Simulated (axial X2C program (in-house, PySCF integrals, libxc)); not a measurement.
## Nuclear properties of KLu

Calculated with an axial X2C code built on PySCF integrals: two-component X2C with atomic mean-field Coulomb and Gaunt terms, Gaussian nuclei, basis Lu dyall-cv3z, K dyall-cv3z with contracted cores.

R = 3.937 Å (near the PBE0 minimum at charge 0 of the determinant lowest at the starting distance; the state shown can have its own minimum elsewhere).

Input and command:
```json
{"zs": [71, 19], "q": 0, "bas": ["dyall-cv3z", "dyall-cv3z"], "r0": 3.58, "levels": ["PBE0", "HF", "r2SCAN", "BP86", "PBE"], "nst": 2}
```
```bash
python soeom.py task.json out
```

Keys: zs atomic numbers; q charge; bas basis sets; r0 starting distance in Å; levels methods; nst determinants followed.

Determinant lowest in the PBE0 search, Ω = 2 (⟨Sz⟩ = 0.89, ⟨Lz⟩ = 1.11 at PBE0), spin on the atoms Lu 0.56, K 0.33:

```csv
level,Eeff magnitude (GV/cm),Ws magnitude Lu (kHz),A∥/gI Lu (MHz),qzz Lu (a.u.),A∥/gI K (MHz),qzz K (a.u.),μ (D)
PBE0,11.8,4.76,226,-2.22,170,-0.04,2.95
r2SCAN,12.4,5.21,298,-2.87,171,-0.05,3.45
BP86,8.29,3.23,284,-2.13,185,-0.04,1.98
PBE,8.62,3.33,242,-2.24,175,-0.05,2.17
```

Eeff is the effective electric field on the electron electric dipole moment in this Ω state and Ws the scalar–pseudoscalar constant of the nucleus named (defined with the proton number Z and per Ω); A∥ (defined per Ω) follows by multiplying with gI = μI/(I μN); qzz is the electric field gradient, eQq0 = 234.96 MHz × Q/barn × qzz; μ is positive if the K end (last atom) is positive. The operators were transformed with the bare-nucleus X2C matrices; with these basis sets, hyperfine constants and field gradients can be off by tens of per cent, and where levels differ in sign neither size nor sign is settled.

(1) With gI(175Lu) = 0.6378, Q(175Lu) = 3.49 barn, gI(39K) = 0.2610 (g factors from the IAEA table of nuclear moments by Stone; Q from Pyykkö, Mol. Phys. 2018), turn the PBE0 values of the first state into constants in MHz.

Each state is one determinant with collinear spin, which with several unpaired electrons need not be a pure state. With several open shells hyperfine constants can be off by a factor of several. Open-shell Ω = 0 determinants with evenly filled partner blocks cannot be reached by this program, so the Ω shown need not be the lowest component. Left out as unconverged or as another state under the same occupation: HF in at least one table. At r2SCAN a later determinant lies lower. States lie within half an eV, so the first need not be the ground state. Further determinants of the search, some of them spin-mixed, are not shown.

Results:

(1) A∥(175Lu) = 226 × 0.6378 = 144 MHz; eQq0(175Lu) = 234.96 × (3.49) × (-2.22) = -1820 MHz; A∥(39K) = 170 × 0.2610 = 44.4 MHz.
